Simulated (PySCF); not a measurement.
**Radial density of Re(63+) (rhenium, charge +63)**

UHF, [Ne] 3s2, closed-shell 1S. All numbers are calculated (PySCF 2.14, the spin-free X2C one-electron Hamiltonian (Gaussian nucleus), in an uncontracted even-tempered set (17 s from 18 bohr⁻², ratio 2.5; 12 p from 24 bohr⁻², ratio 2.5; 4 d from 87 bohr⁻², ratio 2.7; 4 f from 130 bohr⁻², ratio 2.7)).

```csv
r (bohr),4πr²ρ (e/bohr)
0.0213,83.10
0.0359,94.86
0.0604,115.4
0.102,45.95
0.171,17.22
0.287,2.732
0.483,0.01920
```

Densities and radii are taken from the X2C orbitals without a picture-change correction, which distorts them close to the nucleus.

Spin-orbit coupling, which splits the p, d and f shells strongly at this Z, is absent.
